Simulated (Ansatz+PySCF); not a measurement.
The numbers below are computed, except where a source is named.
This PySCF input gave a total energy of -15.13205 hartree.

```python
from pyscf import gto, dft

mol = gto.M(atom="""
Be 0.000000 0.000000 -0.652100
H 0.000000 0.000000 2.608390
""", basis='6-31g', charge=0, spin=1)
mf = dft.UKS(mol, xc='pbe0')
mf.kernel()
print(mf.converged, mf.e_tot, mf.spin_square()[0])
```

(1) Write an input for Ansatz with the same method and basis set.

Answers

(1)

```yaml
crystal:
  periodic: [false, false, false]
  atoms:
    - { symbol: Be, position_ang: [0.0, 0.0, -0.6521] }
    - { symbol: H, position_ang: [0.0, 0.0, 2.60839] }
basis:
  gaussian: { orbitals: "6-31G" }
magnetization:
  spin_polarized: true
  initial_magnetization: 1
hamiltonian:
  xc: pbe0
scf:
  omitted_lower_state_checks: [stability, starts, atomic_configurations, cluster_reference, orbital_swaps, given_window_search, neighbouring_geometries, increment]
```

Ansatz (development build ahead of 0.2.0) gave -15.13205 hartree, 0.05 meV from the first. Caution: charge can spread falsely over distant fragments.
